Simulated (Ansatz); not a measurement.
CH7NOSi2 can be A, `[SiH3]N[SiH]1CO1`, or B, `C=N[SiH2]O[SiH3]`.

Calculated with Ansatz (gas phase, PBE0-D4/def2-TZVP geometries, no zero-point term in ΔE). CBS: MP2 limit from def2 TZ/QZ plus the TZ coupled-cluster correction, frozen cores. DFT in def2-TZVPP. B3LYP here is the variant with VWN-RPA as its local correlation; programs differ in this. One conformer a species, not always the lowest.

A:

Z-matrix (Å, degrees):
```
Si
N 1 1.734
H 1 1.487 2 111.3
H 1 1.483 2 107.0 3 119.8
H 1 1.487 2 111.2 3 -120.3
Si 2 1.701 1 128.8 3 -119.8
H 2 1.012 1 116.0 3 62.7
O 6 1.648 2 119.6 1 -135.9
C 6 1.799 2 124.6 1 162.9
H 6 1.475 2 108.5 1 3.6
H 9 1.088 6 123.6 2 -159.7
H 9 1.089 6 122.1 2 4.5
```

B:

Z-matrix (Å, degrees):
```
Si
N 1 1.727
O 1 1.637 2 113.5
H 1 1.480 2 107.0 3 119.6
H 1 1.483 2 107.0 3 -120.9
C 2 1.257 1 126.9 3 0.3
Si 3 1.634 1 147.6 2 -106.7
H 6 1.096 2 120.4 1 -180.0
H 6 1.101 2 124.1 1 -0.0
H 7 1.484 3 109.4 1 -123.4
H 7 1.487 3 110.3 1 -3.0
H 7 1.485 3 109.0 1 117.1
```

(1) Which is lower in electronic energy at CCSD(T)/CBS, and by how much? (Best estimate.)

(2) Give E(B) − E(A) in kJ/mol with ωB97M-V, B2PLYP, B3LYP, PBE-D4, HF/def2-TZVPP, B3LYP-D4, r2SCAN-D4. (An estimate is asked.)

Largest T1 diagnostic: 0.013.

## Answers

(1) The calculation gave: B, by 103.5 kJ/mol.

(2) Computed: ωB97M-V -98.1, B2PLYP -110.8, B3LYP -113.4, PBE-D4 -82.6, HF/def2-TZVPP -151.4, B3LYP-D4 -113.4, r2SCAN-D4 -91.9. None reverses the order clearly.

From PBE to PBE0 (25 % exact exchange), in def2-TZVPP and without D4, E(B) − E(A) moves by −3.7 kJ/mol. In def2-TZVPP, CCSD(T) changes the Hartree–Fock value by +44.3 kJ/mol (the triples alone add +4.1 kJ/mol) and MP2 by +51.7 kJ/mol.
